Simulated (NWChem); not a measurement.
System: C3H5NSi; SMILES N1C=C[SiH2]C=1

```xyz
10

C     -0.7597     1.2321     0.0000
C     -1.3282     0.0094     0.0000
Si     0.0818    -1.2079     0.0000
C      1.2914     0.2656     0.0000
N      0.6575     1.3809     0.0000
H     -1.3200     2.1732     0.0000
H     -2.4106    -0.1254     0.0000
H      0.1863    -2.0679     1.2171
H      0.1863    -2.0679    -1.2171
H      2.3900     0.2896     0.0000
```
Atoms are numbered in this order, from 1.

All runs: NWChem. Medium grid unless said otherwise, to which SCAN and Minnesota functionals are sensitive. All runs use the structure optimised with PBE0/def2-SVP. Total energies of different functionals are on different scales.

```
level                                                               energy (Ha)  highest occupied level (eV)  orbital gap (eV)  dipole (D)
------------------------------------------------------------------  -----------  ---------------------------  ----------------  ----------
B3LYP/def2-SVP                                                        -461.3183                        -6.85              4.74        1.52
PBE/def2-SVP                                                          -460.9308                        -5.65              2.75        1.42
M06-L/def2-SVP                                                        -461.2734                        -5.99              3.20        1.55
RPBE/def2-SVP                                                         -461.2857                        -5.63              2.78        1.39
BLYP/def2-SVP                                                         -461.2219                        -5.48              2.80        1.40
PW6B95/def2-SVP                                                       -461.7759                        -7.24              5.37        1.54
LC-wPBE (HJS exchange hole, range parameter 0.4 per bohr)/def2-SVP    -461.0495                            …                 …           …
HCTH/407/def2-SVP                                                     -461.3065                        -5.84              2.84        1.44
KT2/def2-SVP                                                          -466.8055                        -5.84              2.98        1.41
Hartree-Fock/def2-SVP                                                 -459.6228                        -9.55             11.40        1.72
```

**Question.** What belongs in the gaps?

**Answer.** 
- LC-wPBE (HJS exchange hole, range parameter 0.4 per bohr)/def2-SVP, highest occupied level (eV): -9.90
- LC-wPBE (HJS exchange hole, range parameter 0.4 per bohr)/def2-SVP, orbital gap (eV): 10.19
- LC-wPBE (HJS exchange hole, range parameter 0.4 per bohr)/def2-SVP, dipole (D): 1.64
